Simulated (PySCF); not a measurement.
**Substituent chemical shifts**

Parent skeleton `[CH3:1][SiH:2]([OH:3])[SH:4]`; one hydrogen on atom 2 is replaced by X. Hydrogens on one atom are averaged.

PySCF calculation with NMR shieldings at PBE0/pcSseg-1/GIAO and coordinates at the GFN2-xTB level; non-relativistic Hamiltonian, equivalent nuclei averaged, one conformer, isolated molecule.

δ = σ(ref) − σ, references computed at the same level: ¹³C (σref 186.93), ²⁹Si (σref 349.16), ¹H (σref 31.72) against TMS; ¹⁷O (σref 336.08) vs H2O; ³³S (σref 503.73) vs CS2.

(1) Order these by the shift of H(S4), most shielded first.
A. X = OCHO
B. X = CH2SiH3
C. X = propynyl

(2) Order these by the shift of O3, most shielded first.
A. X = propynyl
B. X = CHO
C. X = Ph
D. X = CH2SiH3

Results:

(1) C (0.19 ppm), B (0.57 ppm), A (1.19 ppm).

(2) B (39.8 ppm), A (50.0 ppm), C (60.8 ppm), D (72.1 ppm).

Unscaled 17O shifts of doubly bonded oxygen tend to come out too high, by tens of ppm or more. Experimental scales use liquid or dissolved standards, which lie at an offset from isolated H2O (liquid H2O: subtract about 36 ppm).
